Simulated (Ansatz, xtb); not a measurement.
# Two isomers of C5H5BFN

Structure X is `Bc1ccc(F)nc1`, a singlet and structure Y is `Bc1cncc(F)c1`, a singlet. Both are isolated molecules in the gas phase, relaxed with B3LYP/def2-SVP; the shapes shown needn't be the lowest conformers.

X (Å):

```xyz
13

C    -0.4575   -0.8406    2.1248
C    -1.2392   -0.0533    1.2425
C    -1.3335   -0.3861   -0.1016
C    -0.6243   -1.5213   -0.5185
C     0.1938   -1.9516    1.5443
B    -0.3140   -0.5232    3.6234
F    -0.6927   -1.8688   -1.8000
N     0.1141   -2.2860    0.2549
H     0.3646   -1.2271    4.3303
H    -0.8789    0.4311    4.1004
H    -1.7707    0.8221    1.6259
H    -1.9217    0.1880   -0.8190
H     0.8145   -2.6022    2.1716
```

Y (Å):

```yaml
atoms:
  - { symbol: C, position_ang: [-0.0120, -1.2272, 1.7367] }
  - { symbol: C, position_ang: [-1.2480, -1.7791, 2.1485] }
  - { symbol: C, position_ang: [-2.4704, -0.4446, 0.7520] }
  - { symbol: C, position_ang: [-1.3102, 0.1719, 0.2712] }
  - { symbol: C, position_ang: [-0.0692, -0.2116, 0.7571] }
  - { symbol: B, position_ang: [1.3245, -1.7180, 2.3345] }
  - { symbol: F, position_ang: [-1.4136, 1.1290, -0.6568] }
  - { symbol: N, position_ang: [-2.4378, -1.4053, 1.6767] }
  - { symbol: H, position_ang: [1.3307, -2.5880, 3.1696] }
  - { symbol: H, position_ang: [2.3673, -1.2332, 1.9688] }
  - { symbol: H, position_ang: [-1.2554, -2.5705, 2.9069] }
  - { symbol: H, position_ang: [-3.4459, -0.1329, 0.3601] }
  - { symbol: H, position_ang: [0.8363, 0.2708, 0.3806] }
```

Energies in hartree; the thermal terms are from GFN2-xTB frequencies at re-optimised GFN2-xTB minima (ideal gas, soft modes damped towards free rotors, one conformer each, 298.15 K, 1 atm) and include the zero-point energy:

```
                              X           Y
E, CCSD(T)/def2-SVP  −371.671600  −371.659112
    E, MP2/def2-SVP  −371.584889  −371.572392
  E, MP2/def2-TZVPP  −372.263848  −372.251591
  zero-point energy     0.088031     0.087741
       H(298 K) − E     0.096083     0.095874
       G(298 K) − E     0.056910     0.056494
```

Correct the CCSD(T) difference for the basis set by the MP2 change, then work out ΔE, ΔE₀, ΔH and ΔG for X → Y in kcal/mol (1 Eh = 627.51 kcal/mol) and the equilibrium ratio [Y]/[X].

1. Differences Y − X: CCSD(T) +0.012488, MP2 in the small set +0.012497, MP2 in the large set +0.012257 Eh.
2. ΔE = +0.012488 + (+0.012257 − (+0.012497)) = +0.012248 Eh = +7.69 kcal/mol.
3. ΔE₀ = ΔE + ΔZPE = +0.012248 + (−0.000290) Eh = +7.50 kcal/mol.
4. ΔH = ΔE + (−0.000209) Eh = +7.55 kcal/mol.
5. ΔG = ΔE + (−0.000416) Eh = +7.42 kcal/mol, so ΔS = (ΔH − ΔG)/T = +1.8 J/(mol K).
6. kT = 0.9442 mEh, so K = [Y]/[X] = exp(−ΔG/kT) = exp(−12.53) ≈ 3.6 × 10^−6.

Structure X is favoured at this temperature. An error of 1 kcal/mol in ΔG would change K by a factor of 5.4. Mirror images and further conformers aren't counted.

As drawn, both hold the same kinds of bond in the same numbers.

Other levels gave ΔE = +3.3 (GFN2-xTB); +5.5 (HF/STO-3G, GFN2-xTB geometries); +9.0 (r2SCAN-D4/def2-SVP, GFN2-xTB geometries); +8.1 (B3LYP/def2-SVP); +9.4 (HF/def2-SVP); +7.8 (MP2/def2-SVP); +7.8 (CCSD(T)/def2-SVP) kcal/mol. The correlated steps freeze 8 core orbitals. Programs: Ansatz 0.2.0, xtb 6.7.1.
